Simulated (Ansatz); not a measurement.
A structure relaxed at PBE0-D4/def2-TZVP, charge 0, multiplicity 1:

```json
{"atom": "C1", "x (Å)": "-0.927", "y (Å)": "2.000", "z (Å)": "1.633"}
{"atom": "Al2", "x (Å)": "-1.063", "y (Å)": "0.121", "z (Å)": "1.081"}
{"atom": "Zn3", "x (Å)": "0.362", "y (Å)": "-0.944", "z (Å)": "-0.693"}
{"atom": "C4", "x (Å)": "1.479", "y (Å)": "-1.775", "z (Å)": "-2.081"}
{"atom": "H5", "x (Å)": "-1.870", "y (Å)": "2.518", "z (Å)": "1.420"}
{"atom": "H6", "x (Å)": "-0.782", "y (Å)": "2.071", "z (Å)": "2.717"}
{"atom": "H7", "x (Å)": "-0.124", "y (Å)": "2.556", "z (Å)": "1.146"}
{"atom": "H8", "x (Å)": "-2.186", "y (Å)": "-0.722", "z (Å)": "1.855"}
{"atom": "H9", "x (Å)": "2.027", "y (Å)": "-1.019", "z (Å)": "-2.652"}
{"atom": "H10", "x (Å)": "0.871", "y (Å)": "-2.350", "z (Å)": "-2.785"}
{"atom": "H11", "x (Å)": "2.213", "y (Å)": "-2.457", "z (Å)": "-1.640"}
```

(1) Give its formula and SMILES.

(2) Summarise the bond lengths by kind.

Answers

(1) C2H7AlZn, `[CH3][AlH][Zn][CH3]`.

(2) 1 × Al–C 1.964 Å; 6 × C–H 1.092 to 1.097 Å; 1 × Al–Zn 2.512 Å; 1 × Al–H 1.604 Å; 1 × C–Zn 1.967 Å.

Results of the Gaussian-basis code of Ansatz.
